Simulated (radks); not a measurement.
Results of a calculation; reference values are marked as such.
Neutral iron inside a hard spherical wall (all orbitals vanish at R), configuration held at [Ar] 3d6 4s2 and not refilled when levels cross. Level of theory: non-relativistic Kohn-Sham, LDA (Slater exchange, Perdew-Wang correlation), spin-unpolarised, spherical densities, point nucleus (a radial shooting solver on a logarithmic mesh with Libxc functionals). Eigenvalues in eV, with the zero of energy where the potential of the charges vanishes at infinity; a dash marks a level that is unbound or too diffuse for the functional's potential to be trusted. A positive occupied level is held by the wall or, in an anion where self-interaction has pushed it up, behind a barrier. The pressure on the wall is -dE/dV.

R (bohr),E (hartree),kinetic (hartree),e(3s),e(3p),e(3d),e(4s),"e(4p, empty)","e(5s, empty)",pressure (GPa)
free,-1261.08296,1259.551,-91.443,-59.521,-8.025,-5.388,-1.458,-0.032,0
20,-1261.08296,1259.551,-91.443,-59.521,-8.025,-5.388,-1.458,0.085,< 0.0001
15,-1261.08296,1259.551,-91.443,-59.521,-8.025,-5.388,-1.455,0.322,< 0.0001
12,-1261.08294,1259.551,-91.440,-59.518,-8.022,-5.386,-1.435,0.807,0.000451
6,-1261.05229,1259.733,-90.423,-58.503,-7.043,-4.369,0.488,10.936,2.34
4,-1260.73325,1261.008,-86.000,-54.128,-2.841,1.629,8.829,40.692,66.6
2,-1252.70523,1286.507,-51.054,-19.011,35.592,92.442,109.71,305.27,10400
